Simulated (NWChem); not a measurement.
System: C$_{2}$H$_{4}$FNSi; SMILES N#C[C@@H](F)[SiH3]

The following NWChem deck was run.

```
start job
memory heap 200 mb stack 900 mb global 1100 mb
geometry units angstroms noautoz
  N      0.796092    -2.341100     0.169704
  C      0.224668    -1.372340    -0.104949
  C     -0.455271    -0.122602    -0.428743
  F     -1.667440    -0.045030     0.222207
  Si     0.602692     1.410767     0.067379
  H     -0.637331    -0.106247    -1.518838
  H      0.829096     1.368218     1.536780
  H     -0.179596     2.617852    -0.318117
  H      1.889447     1.351018    -0.681765
end
basis spherical
  N library def2-svp
  C library def2-svp
  F library def2-svp
  Si library def2-svp
  H library def2-svp
end
dft
  xc mpw1k
  iterations 150
  mulliken
end
task dft energy
```

The geometry was optimised at PBE0/def2-SVP.

What results follow from this input? (MPW1K/def2-SVP.) Quantities: energy (Ha); highest occupied level (eV); orbital gap (eV); dipole (D).


```
Item                           Value
---------------------------  -------
energy (Ha)                  -522.32
highest occupied level (eV)   -10.08
orbital gap (eV)               10.27
dipole (D)                      3.50
```
